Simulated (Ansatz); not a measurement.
Job for Ansatz (an electronic-structure program): R-wB97X-V/def2-TZVPP on CH4O2Si (SMILES CO[Si]O), a point of a torsion scan.

Ansatz 0.2 input:
```yaml
crystal:
  periodic: [false, false, false]
  atoms:
    - {symbol: C, position_ang: [-0.95081231, 0.09736722, 0.28788300]}
    - {symbol: O, position_ang: [-0.18087635, -1.02109769, 0.02307136]}
    - {symbol: Si, position_ang: [1.35308054, -1.54755463, -0.17746401]}
    - {symbol: O, position_ang: [1.87267104, -1.98531031, 1.29251578]}
    - {symbol: H, position_ang: [-2.00101926, -0.20143971, 0.33174164]}
    - {symbol: H, position_ang: [-0.67251477, 0.55816822, 1.24261857]}
    - {symbol: H, position_ang: [-0.82700282, 0.84063386, -0.50728640]}
    - {symbol: H, position_ang: [1.40781051, -1.90884437, 2.12943046]}
basis:
  gaussian:
    orbitals: def2-TZVPP
hamiltonian:
  xc: {name: wB97X-V}
scf: {lower_state_search: off}
```

Q: Predict the final total energy.

A: -480.4769 hartree.

Q: How many basis functions does it have, and what does it roughly cost on one machine?

A: 191 functions; roughly 6 core-seconds.
